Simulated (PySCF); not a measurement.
A species of formula C13H12 has this rotational fingerprint, computed with PBE0-D3(BJ)/def2-SVP geometry optimisation, gas phase in PySCF:

```
Rotational constants : A = 1392, B = 812.7, C = 518.0 MHz
Dipole components    : |μa| = 0.66 D, |μb| = 0.99 D, |μc| = 0.00 D
Inertial defect      : -9.41 u·Å²
κ                    : -0.33
```

Question: Which structure is it? (One computed conformer of each.)
A. `C1[C@@]([C@@]21C=CC=C2C#CC)(C#C)C`
B. `[cH:1]1[cH:2][cH:3][c:4]([CH2:5][c:6]2[cH:7][cH:8][cH:9][cH:10][cH:11]2)[cH:12][cH:13]1` with C3–C4–C5–C6 129°, C4–C5–C6–C7 -52°
C. `Cc1ccc2cccc3c2c1CC3`

Answer: C. It is Cc1ccc2cccc3c2c1CC3, an asymmetric top, point group Cs. The candidates at the same level (rigid rotor, commonest isotopes):

```tsv
SMILES	A (MHz)	B (MHz)	C (MHz)	μa (D)	μb (D)	μc (D)	Δ (u·Å²)	point group	rotor
c1ccc(Cc2ccccc2)cc1	2096	422.0	413.0	0.00	0.11	0.00	-215.26	C2	near-prolate asymmetric top
Cc1ccc2cccc3c2c1CC3	1392	812.7	518.0	0.66	0.99	0.00	-9.41	Cs	asymmetric top
C#C[C@@]1(C)C[C@@]12C=CC=C2C#CC	1248	598.3	443.5	0.78	0.93	0.40	-110.13	C1	asymmetric top
```

`C#C[C@@]1(C)C[C@@]12C=CC=C2C#CC` has B 26 % too low; `c1ccc(Cc2ccccc2)cc1` has A 51 % too high. In the right answer the mirror of this Cs structure is the ab plane, so μc vanishes by symmetry. No structure here is proved a minimum.
